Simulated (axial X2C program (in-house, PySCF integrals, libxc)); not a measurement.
## Curves of TbBr⁺ from open-shell CI on f8 s1

Calculated with an in-house all-electron X2C program for linear molecules (integrals from PySCF): two-component X2C with atomic mean-field Coulomb and Gaunt terms, basis Tb dyall-v3z, Br dyall-v3z (cores contracted in-house). Orbitals come from Hartree–Fock averaged over the configuration Tb f8 s1; CI then distributes these electrons over the f, s shells of Tb.

Scan along the bond; masses Tb 158.925 u, Br 78.918 u. Energies in cm⁻¹ from the lowest point; levels are followed by energy order within each Ω. Lowest level at 2.537 Å: 100% f8 s1.

```json
{"R (Å)": "2.359", "(1)Ω=13/2": "2418", "(1)Ω=11/2": "2656", "(1)Ω=9/2": "2909", "(1)Ω=7/2": "3172", "(1)Ω=5/2": "3433", "(1)Ω=3/2": "3668", "(1)Ω=1/2": "3823"}
{"R (Å)": "2.448", "(1)Ω=13/2": "565", "(1)Ω=11/2": "820", "(1)Ω=9/2": "1086", "(1)Ω=7/2": "1360", "(1)Ω=5/2": "1630", "(1)Ω=3/2": "1873", "(1)Ω=1/2": "2032"}
{"R (Å)": "2.537", "(1)Ω=13/2": "0", "(1)Ω=11/2": "264", "(1)Ω=9/2": "538", "(1)Ω=7/2": "817", "(1)Ω=5/2": "1092", "(1)Ω=3/2": "1338", "(1)Ω=1/2": "1499"}
{"R (Å)": "2.638", "(1)Ω=13/2": "480", "(1)Ω=11/2": "749", "(1)Ω=9/2": "1027", "(1)Ω=7/2": "1309", "(1)Ω=5/2": "1585", "(1)Ω=3/2": "1831", "(1)Ω=1/2": "1991"}
{"R (Å)": "2.740", "(1)Ω=13/2": "1808", "(1)Ω=11/2": "2077", "(1)Ω=9/2": "2356", "(1)Ω=7/2": "2638", "(1)Ω=5/2": "2913", "(1)Ω=3/2": "3157", "(1)Ω=1/2": "3314"}
{"R (Å)": "2.854", "(1)Ω=13/2": "3949", "(1)Ω=11/2": "4217", "(1)Ω=9/2": "4493", "(1)Ω=7/2": "4774", "(1)Ω=5/2": "5047", "(1)Ω=3/2": "5287", "(1)Ω=1/2": "5441"}
{"R (Å)": "2.994", "(1)Ω=13/2": "7139", "(1)Ω=11/2": "7402", "(1)Ω=9/2": "7675", "(1)Ω=7/2": "7952", "(1)Ω=5/2": "8221", "(1)Ω=3/2": "8457", "(1)Ω=1/2": "8608"}
```

**Question.** Fit the curves (1)Ω=13/2, (1)Ω=11/2, (1)Ω=9/2, (1)Ω=7/2, (1)Ω=5/2, (1)Ω=3/2, (1)Ω=1/2 near their minima.

**Answer.** From the open-shell CI curves, Te from the lowest:

| level | Te (cm⁻¹) | Re (Å) | ωe (cm⁻¹) |
| --- | --- | --- | --- |
| (1)Ω=13/2 | 0 | 2.541 | 272.0 |
| (1)Ω=11/2 | 264 | 2.541 | 271.7 |
| (1)Ω=9/2 | 538 | 2.540 | 271.3 |
| (1)Ω=7/2 | 818 | 2.540 | 271.0 |
| (1)Ω=5/2 | 1093 | 2.540 | 270.7 |
| (1)Ω=3/2 | 1339 | 2.540 | 270.3 |
| (1)Ω=1/2 | 1499 | 2.539 | 270.0 |

Without dynamic correlation distances can be off by several hundredths of an Å (long for ionic bonds, short for multiple bonds) and the wavenumbers are rough.

The 7 lowest curves are shown; the next is (2)Ω=11/2, from 2080 cm⁻¹.

There is no dynamic correlation: spin–orbit spacings and, for f shells, spacings inside one term are the most reliable numbers, splittings between terms come out too wide, and energies between configurations are not reliable, so the lowest level need not be the ground state of the molecule. At most 4 roots were kept for each Ω > 0 (twice that for Ω = 0) within 2.2 eV of the lowest, so higher up levels can be missing between those listed; levels with Ω > 0 are doubly degenerate and listed once, Ω = 0 levels singly.
